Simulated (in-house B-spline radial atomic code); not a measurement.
**Response and correlation of Os⁸⁺**

Closed shell [Xe] 4f14. Computed with an all-electron radial atomic-structure program (B-spline basis): Dirac-Hartree-Fock, relativistic RPA (time-dependent Dirac-Hartree-Fock) for the response and second-order many-body perturbation theory for correlation, no-pair Dirac-Coulomb Hamiltonian, finite nucleus.

Command:
```bash
python run_mb.py task.json out
```
Settings (nuclear radius in fm, box in bohr, cutoff in hartree):
```
basis_form          2
Z                   76
core_configuration  [Xe] 4f14
rms_radius          5.4126
mass_number         192
speed_of_light      137.036
box_radius          7.759
lmax                7
intervals           60
virtual_cutoff      144400.0
```

Cost of the run: 14 s on 1 thread of Intel(R) Xeon(R) 6975P-C (shared host).

```
multipole (bohr³, bohr⁵, bohr⁷)  uncoupled  coupled RPA
                         dipole     1.7345            ?
                     quadrupole     1.3555       1.4881
                       octupole      3.435        4.166
```

Question: What is the coupled dipole polarisability?

Answer: 1.4309 atomic units, -18 % against the uncoupled value.

Question: Which subshells carry the dipole polarisability?

Answer: 5p3/2 65.9 %, 5p1/2 21.2 %, 4f7/2 7.2 %.

Question: What does the dipole shielding factor come to?

Answer: The dipole shielding factor is 0.895, against the exact N/Z = 68/76 = 0.895 of the non-relativistic theorem.

Dipole polarisability at imaginary frequency:

| u (Eh) | α(iu) (bohr³) |
| --- | --- |
| 0 | 1.431 |
| 0.54 | 1.371 |
| 1.35 | 1.134 |
| 2.7 | 0.7379 |
| 4.05 | 0.4978 |
| 5.4 | 0.3604 |
| 8.1 | 0.2204 |
| 10.8 | 0.1523 |
| 13.5 | 0.1129 |
| 18.9 | 0.0703 |
| 27 | 0.0412 |
| 40.5 | 0.02164 |
| 54 | 0.01344 |
| 81 | 0.00674 |
| 135 | 0.002745 |
| 270 | 0.0007681 |

Question: What dispersion coefficients follow for two such ions (the dispersion part alone)?

Answer: C6 = (3/π)∫α(iu)²du = 4.513 hartree·bohr⁶ and C8 = 27.18 hartree·bohr⁸.

Lowest J = 1 odd-parity excitations:

```json
{"energy (eV)": "46.098", "oscillator strength": "0.00217", "leading channel": "5p3/2 → d3/2", "weight": "0.833"}
{"energy (eV)": "54.513", "oscillator strength": "1.33", "leading channel": "5p3/2 → d5/2", "weight": "0.648"}
{"energy (eV)": "65.05", "oscillator strength": "0.559", "leading channel": "4f7/2 → d5/2", "weight": "0.514"}
{"energy (eV)": "65.609", "oscillator strength": "0.354", "leading channel": "4f5/2 → d3/2", "weight": "0.519"}
{"energy (eV)": "68.597", "oscillator strength": "0.0366", "leading channel": "4f5/2 → d5/2", "weight": "0.784"}
{"energy (eV)": "71.412", "oscillator strength": "1.74", "leading channel": "5p3/2 → s1/2", "weight": "0.286"}
{"energy (eV)": "72.176", "oscillator strength": "3.08", "leading channel": "5p3/2 → s1/2", "weight": "0.75"}
{"energy (eV)": "85.818", "oscillator strength": "0.228", "leading channel": "5p1/2 → s1/2", "weight": "0.995"}
```

Second-order correlation energy by the highest angular momentum of the excited pair (hartree): s -0.03077, p -0.2626, d -0.8874, f -1.549, g -1.261, h -0.4425, i -0.2043, k -0.1013.

Question: What is the second-order correlation energy at the partial-wave limit?

Answer: The listed waves sum to -4.7388 hartree; extrapolating the increments as (l + 1/2)⁻⁴ gives -4.9459 hartree, -1.98 eV per electron.
